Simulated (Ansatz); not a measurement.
Cost and result for the atomization energy of H2NOPZn, SMILES `[NH]1P[O][Zn]1` (6 atoms, 6 bonds).

Cartesian coordinates in Å:
```
N -0.109 0.190 0.979
P 0.827 0.261 -0.402
O 0.589 -1.199 -0.931
Zn -0.983 -1.421 0.268
H -0.448 1.042 1.410
H 0.124 1.127 -1.324
```

The species carries charge 0 and has multiplicity 1. For Zn the d shell is correlated and the shells below it are frozen. Scalar relativity is left out up to krypton. All single points use the PBE0-D4/def2-TZVP geometry. Program: Ansatz. All runs use 2 threads of an Arm Neoverse V2 on a shared host. Times are those of one run each, without the atoms' runs, and a repeat can differ threefold. Electronic energies, without spin–orbit coupling; frozen cores. CCSD(T)/CBS adds CCSD(T) − MP2 in def2-TZVPP to the MP2 limit, and its time is that of the two runs behind it. T1 = 0.042; the RHF reference is unstable towards UHF. With those shells the extrapolation isn't a true limit.

CCSD(T)/CBS is a level of theory with its own doubt, some kJ/mol a heavy atom from the limit and from the frozen cores, so smaller differences don't rank the functionals.

```
                           level  functions  wall time  atomization (kJ/mol)  difference from CCSD(T)/CBS  per bond
              BLYP-D4/def2-TZVPP        196      2.9 s                1684.2                         39.1       6.5
            revPBE-D4/def2-TZVPP        196      3.1 s                1664.1                         19.0       3.2
 PBE-D4/def2-TZVPP (with forces)        196      3.5 s                1732.0                         86.9      14.5
              PBE0-D4/def2-TZVPP        196      3.6 s                1630.5                        -14.6      -2.4
                CCSD(T)/def2-SVP         87      3.8 s                1394.5                       -250.6     -41.8
             BHLYP-D4/def2-TZVPP        196        4 s                1509.8                       -135.3     -22.6
             PBE-QIDH/def2-TZVPP        196        6 s                1596.5                        -48.6      -7.0
               B2PLYP/def2-TZVPP        196      7.5 s                1618.0                        -27.1      -4.5
              ωB97X-V/def2-TZVPP        196       10 s                1638.6                         -6.5      -1.1
ωB97M-V/def2-TZVPP (with forces)        196       14 s                1632.3                        -12.8      -2.1
                  MP2/def2-QZVPP        344       22 s                1665.7                         20.6       3.4
              CCSD(T)/def2-TZVPP        196       84 s                1559.7                        -85.4     -14.2
               CCSD(T)/CBS(def2)          –      110 s                1645.1                          0.0       0.0
```

From r2SCAN to r2SCAN0 (25 % exact exchange), in def2-TZVPP and without D4, the atomization energy moves by −88.7 kJ/mol: exact exchange takes away binding that semilocal exchange gives to molecules. The D4 term adds +24.5 kJ/mol with B3LYP and +12.3 kJ/mol with PBE0; it sums over pairs of atoms, weighted by their polarisabilities, and B3LYP, whose exchange is more repulsive, gets the larger term. In def2-TZVPP, CCSD(T) changes the Hartree–Fock value by +740.3 kJ/mol (the triples alone add +75.7 kJ/mol) and MP2 by +792.0 kJ/mol; breaking electron pairs costs correlation energy, which Hartree–Fock lacks.

B3LYP here is the variant with VWN-RPA as its local correlation; programs differ in this.
